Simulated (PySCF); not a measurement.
## Running PySCF for GaS

Input:

```python
from pyscf import gto, scf, mp

mol = gto.M(
    atom='Ga 0 0 0; S 0 0 2.19',
    basis='cc-pvdz',
    charge=0,
    spin=1,
    verbose=4,
)
mf = scf.UHF(mol)
mf.kernel()
mp.MP2(mf, frozen=14).kernel()
mf.dip_moment()
print('orbital energies (hartree):', [e[max(0, n-3):n+3].round(4) for e, n in zip(mf.mo_energy, mol.nelec)])
```

```bash
$ OMP_NUM_THREADS=1 python input.py
```

It prints (some set-up lines and the per-cycle HOMO/LUMO lines with their warnings removed):

```
PySCF version 2.14.0

[INPUT] verbose = 4
[INPUT] num. atoms = 2
[INPUT] num. electrons = 47
[INPUT] charge = 0
[INPUT] spin (= nelec alpha-beta = 2S) = 1
[INPUT] symmetry False subgroup None
[INPUT] Mole.unit = angstrom
[INPUT] Symbol           X                Y                Z      unit          X                Y                Z       unit  Magmom
[INPUT]  1 Ga     0.000000000000   0.000000000000   0.000000000000 AA    0.000000000000   0.000000000000   0.000000000000 Bohr   0.0
[INPUT]  2 S      0.000000000000   0.000000000000   2.190000000000 AA    0.000000000000   0.000000000000   4.138500212797 Bohr   0.0

nuclear repulsion = 119.850181103342
number of shells = 11
number of NR pGTOs = 118
number of NR cGTOs = 45
basis = cc-pvdz
ecp = {}

******** <class 'pyscf.scf.uhf.UHF'> ********
method = UHF
initial guess = minao
damping factor = 0
level_shift factor = 0
DIIS = <class 'pyscf.scf.diis.CDIIS'>
diis_start_cycle = 1
diis_space = 8
diis_damp = 0
SCF conv_tol = 1e-09
SCF conv_tol_grad = None
SCF max_cycles = 50
direct_scf = True
direct_scf_tol = 1e-13
number electrons alpha = 24  beta = 23
Set gradient conv threshold to 3.16228e-05
init E= -2320.14109151527

cycle= 1 E= -2320.6732422428  delta_E= -0.532  |g|= 0.27  |ddm|= 0.874
cycle= 2 E= -2320.71638148736  delta_E= -0.0431  |g|= 0.218  |ddm|= 0.608
cycle= 3 E= -2320.75417305432  delta_E= -0.0378  |g|= 0.0309  |ddm|= 0.23
cycle= 4 E= -2320.75628084629  delta_E= -0.00211  |g|= 0.0102  |ddm|= 0.0793
cycle= 5 E= -2320.75654958279  delta_E= -0.000269  |g|= 0.00424  |ddm|= 0.027
cycle= 6 E= -2320.75662129302  delta_E= -7.17e-05  |g|= 0.00267  |ddm|= 0.013
cycle= 7 E= -2320.75666372641  delta_E= -4.24e-05  |g|= 0.00177  |ddm|= 0.0106
cycle= 8 E= -2320.75669429558  delta_E= -3.06e-05  |g|= 0.000556  |ddm|= 0.0148
cycle= 9 E= -2320.75669641745  delta_E= -2.12e-06  |g|= 0.000111  |ddm|= 0.0043
cycle= 10 E= -2320.75669645254  delta_E= -3.51e-08  |g|= 3.36e-05  |ddm|= 0.000513
cycle= 11 E= -2320.75669645505  delta_E= -2.51e-09  |g|= 1.32e-05  |ddm|= 0.000102
cycle= 12 E= -2320.75669645546  delta_E= -4.08e-10  |g|= 3.07e-06  |ddm|= 4.11e-05
Extra cycle  E= -2320.75669645547  delta_E= -1.5e-11  |g|= 1.83e-06  |ddm|= 5.34e-06
converged SCF energy = -2320.75669645547  <S^2> = 0.79464337  2S+1 = 2.0441559

******** <class 'pyscf.mp.ump2.UMP2'> ********
nocc = (np.int64(10), np.int64(9)), nmo = (31, 31)
frozen orbitals 14
E(UMP2) = -2320.93400733046  E_corr = -0.177310874990584
E(SCS-UMP2) = -2320.92872347725  E_corr = -0.172027021779961
E_corr(same-spin) = -0.047014647933162
E_corr(oppo-spin) = -0.130296227057422
Dipole moment(X, Y, Z, Debye): -0.00000,  0.00000, -4.20333
orbital energies (hartree): [array([-0.3761, -0.3524, -0.3524,  0.0314,  0.0314,  0.1286]), array([-0.4323, -0.3384, -0.3384, -0.0335,  0.0448,  0.0448])]
```

In short: E(SCF) = -2320.756696 Eh, 12 cycles, E(MP2) − E(SCF) = -0.17731 Eh, ⟨S²⟩ = 0.795, μz(SCF) = -4.20 D.

Hardware: Intel Xeon Platinum 8488C, 1 thread, shared host. Wall time 2.1 s, peak memory 0.14 GiB.

The bond length is a typed value, not an optimised one. No search for the lowest solution was made.
